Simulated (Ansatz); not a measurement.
The cluster Ge3O10H8, relaxed as a singlet with RKS PBE-D4/def2-SVP in Ansatz, starting from the GFN2-xTB geometry. Force threshold 0.03 eV/Å.

The structure holds 5 bonds between oxygen atoms, so isomers without such links may lie far lower. Another isomer (singlet) lies 8.50 eV lower at PBE0-D4/def2-TZVP; other spin states weren't run for this one.

Start:

Cartesian coordinates in Å:
```
Ge -1.260 -1.816 -0.664
Ge 1.825 -0.628 1.689
Ge 0.570 1.452 -1.547
O -0.874 0.489 -1.998
O 0.243 -2.189 0.216
O 2.096 0.877 -2.005
O 0.669 1.622 0.284
O -2.183 -0.767 1.651
O -0.556 1.698 0.970
O -0.842 -0.929 -2.134
O -2.156 -0.562 0.244
O 1.131 -1.064 0.073
O -1.532 2.305 0.195
H -1.927 -3.104 -0.973
H -1.659 -0.018 1.986
H -2.063 1.564 -0.167
H 2.909 0.288 1.235
H 2.350 0.018 -1.661
H 0.754 -0.032 2.548
H 0.213 2.753 -2.158
H 2.292 -1.956 2.215
```

```
step   energy (eV)  largest force component (eV/Å)  SCF passes
   1  -190062.6715                           2.009          23
   2  -190063.2123                           0.992          28
   3  -190063.3813                           0.513          27
   4  -190063.4360                           0.365          22
   5  -190063.4651                           0.242          22
   6  -190063.4839                           0.161          22
   7  -190063.4984                           0.356          28
   8  -190063.5062                           0.117          22
   9  -190063.5095                           0.049          22
  10  -190063.5107                           0.034          22
  11  -190063.5111                           0.017          23
```

Force components are those of the run's own axes.

End:

```xyz
21

Ge   -1.150   -1.677   -0.657
Ge    1.973   -0.858    1.753
Ge    0.393    1.551   -1.532
O    -1.020    0.560   -2.196
O     0.362   -2.272    0.163
O     1.922    0.736   -1.845
O     0.327    1.418    0.316
O    -1.796   -0.478    1.671
O    -0.869    2.089    0.898
O    -0.632   -0.852   -2.200
O    -2.137   -0.412    0.250
O     1.409   -1.251    0.030
O    -1.841    2.238   -0.116
H    -1.968   -2.962   -0.901
H    -1.342    0.402    1.749
H    -2.205    1.299   -0.177
H     3.028    0.233    1.472
H     1.858   -0.170   -1.450
H     0.763   -0.395    2.590
H     0.329    2.965   -2.127
H     2.595   -2.163    2.309
```

By distances, no bond broke or formed. The bond that changes most is O7–O9, from 1.41 to 1.49 Å (atoms count from 1).

No frequencies were taken in this run, so the end may be a saddle point.

Run time 1.8 min (4 threads of Intel Xeon on a shared host), peak host memory 0.67 GiB.
